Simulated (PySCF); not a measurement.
**Dipole response of O⁺ (oxygen, charge +1)**

[He] 2s2 2p3, high-spin 4S determinant. All numbers are calculated (PySCF 2.14, scalar relativity by spin-free X2C-1e, in aug-cc-pVDZ-DK (4s3p2d, 23 functions)). Coupled (time-dependent) response in atomic units; α is the mean over directions. A double-zeta set is small for polarisabilities.

| method | mean α (bohr³) | C₆ (like pair) | S(−4) |
| --- | --- | --- | --- |
| UHF | 2.633 | 5.067 | 4.781 |
| PBE | 2.624 | 5.219 | 4.032 |
| PBE0 | 2.600 | 5.134 | 4.044 |
| M06 | 2.587 | 5.148 | 3.751 |
| BLYP | 2.584 | 5.129 | 3.768 |

S(−4) is the Cauchy moment in α(ω) = α(0) + S(−4) ω² + …

α(iu) at PBE0:

```tsv
u (hartree)	α(iu) (bohr³)
0	2.600
0.0500	2.590
0.100	2.561
0.200	2.454
0.300	2.305
0.500	1.973
0.750	1.602
1.00	1.305
1.50	0.8894
2.00	0.6312
3.00	0.3559
5.00	0.1542
```

A single London oscillator, α(iu) = α/(1 + u²/ω²), gives C₆ = (3/4) ω α². Matching the computed C₆ needs ω = 4 × 5.134 / (3 × 2.600²) = 1.01 hartree.

For an ion, C₆ is the dispersion term alone; charge-induced terms of lower order in 1/R come first.
